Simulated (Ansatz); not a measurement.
Ansatz (a first-principles code) input (B3LYP-D3(BJ)/def2-TZVP):

Ansatz 0.2 input:
```yaml
crystal:
  periodic: [false, false, false]
  atoms:
    - {symbol: In, position_ang: [0.52989338, 0.18016201, -0.77495159]}
    - {symbol: H, position_ang: [-0.51127956, -0.19932402, 0.80670655]}
basis:
  gaussian:
    orbitals: def2-TZVP
hamiltonian:
  xc: b3lyp
  dispersion: d3bj
total_charge: 1
magnetization: {spin_polarized: true, initial_magnetization: 1}
relax: {f_tol: 0.002, max_steps: 150}
```

Output:

```
Functional definition: B3LYP
integrals: 0.01 GiB planned
578 factors; integrals over basis functions are off by at most 5.7e-4 eV
mean field: 0.17 GiB planned
mean field evaluation 1: about -5182.3037 eV, gradient 1.2e1 eV
mean field evaluation 2: about -5182.1963 eV, gradient 1.6e1 eV
mean field evaluation 4: about -5183.5732 eV, gradient 3.8e-1 eV
mean field evaluation 8: about -5183.5768 eV, gradient 1.1e-2 eV
mean field -5183.57679369 eV, -190.4929336135 hartree, gradient 1.9e-5 eV, S^2 0.761459; 0 other end points of the search recorded, 0 dependent functions left out
the calculation of the forces begins
reference -5183.57697077 eV, -190.4929401211 hartree; 11, 10 occupied and 45, 46 virtual orbitals, 578 factors
relax step   1: F+E_penalty+E_count = -5183.60379099 eV  Δ(F+E_penalty+E_count) = +0.000e0 eV  max|allowed force component| = 9.718e-2 eV/Å  Δτ_max = 0.0000 Å  (26 SCF iters, accepted)
these checks for a lower state are left out or cut short: starts, cluster_reference, orbital_swaps, neighbouring_geometries, increment
integrals: 0.01 GiB planned
578 factors; integrals over basis functions are off by at most 4.7e-4 eV
mean field: 0.17 GiB planned
mean field evaluation 16: about -5183.5756 eV, gradient 1.5e0 eV
mean field -5183.57963294 eV, -190.4930379543 hartree, gradient 3.6e-5 eV, S^2 0.761092; 0 other end points of the search recorded, 0 dependent functions left out
the calculation of the forces begins
reference -5183.57980935 eV, -190.4930444372 hartree; 11, 10 occupied and 45, 46 virtual orbitals, 578 factors
relax step   2: F+E_penalty+E_count = -5183.60637914 eV  Δ(F+E_penalty+E_count) = -2.588e-3 eV  max|allowed force component| = 4.067e-4 eV/Å  Δτ_max = 0.0205 Å  (26 SCF iters, accepted)
integrals: 0.01 GiB planned
578 factors; integrals over basis functions are off by at most 4.7e-4 eV
mean field: 0.17 GiB planned
mean field evaluation 32: about -5183.5796 eV, gradient 2.6e-3 eV
mean field -5183.57963294 eV, -190.4930379543 hartree, gradient 3.6e-5 eV, S^2 0.761092; 1 other end points of the search recorded, 0 dependent functions left out
the calculation of the forces begins
reference -5183.57980935 eV, -190.4930444372 hartree; 11, 10 occupied and 45, 46 virtual orbitals, 578 factors
Total energy: -5183.60655554 eV, -190.4940273416 hartree
Atom 0 at     0.518816     0.176125    -0.758124 Å, force    -0.000268    -0.000098     0.000407 eV/Å
Atom 1 at    -0.500203    -0.195287     0.789879 Å, force     0.000268     0.000098    -0.000407 eV/Å
Dipole moment:    -0.027177    -0.009905     0.041285 e Å
```
